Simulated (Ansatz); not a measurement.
**Abstraction of Br: SiH2(SiH3)Br + CH2I → SiH3(SiH2) + CH2BrI**

Species: SiH2(SiH3)Br, singlet; CH2I `[CH2]I`, doublet; SiH3(SiH2), doublet; CH2BrI (bromoiodomethane) `BrCI`, singlet. A radical takes Br: the energy is the difference in strength between the Si–Br bond broken and the C–Br bond made.

Shapes, held fixed at every level: PBE0-D4/def2-TZVP. Programs: Ansatz 0.2.0. The zero-point and thermal change to 298 K, harmonic and unscaled (PBE0-D4/def2-TZVP), is +4.7 kJ/mol.

| level | kind | ΔH(298 K) (kJ/mol) | less CCSD(T)/def2-TZVPP | CPU time (sum over the molecules) |
| --- | --- | --- | --- | --- |
| MP2/def2-TZVPP | perturbation theory | +90.1 | -9.4 | – |
| PBE-D4/def2-TZVPP | GGA | +90.4 | -9.1 | 20 s |
| B3LYP-D4/def2-TZVPP | global hybrid | +102.6 | +3.1 | 32 s |
| PBE0-D4/def2-TZVPP | global hybrid | +100.0 | +0.5 | 23 s |
| r2SCAN0-D4/def2-TZVPP | global hybrid | +113.3 | +13.8 | 41 s |
| wB97M-V/def2-TZVPP | range-separated hybrid | +107.0 | +7.5 | 84 s |
| CCSD(T)/def2-SVP | coupled cluster or CI | +94.6 | -4.9 | 21 s |
| CCSD(T)/def2-TZVPP | coupled cluster or CI | +99.5 | 0.0 | 6 min |

The highest level, CCSD(T)/def2-TZVPP, gives ΔH(298 K) = +99.5 kJ/mol; the levels span +90.1 to +113.3. The column of differences is taken from that level and isn't an error. No measured value is set beside it here. Open shells run unrestricted. For atoms past krypton def2 sets carry core potentials with scalar relativity. Relativity is left out for Br. Outer-core shells of Br, I are correlated, in sets that cover them unevenly. Times are processor times on shared x86 and Arm servers, and rough.
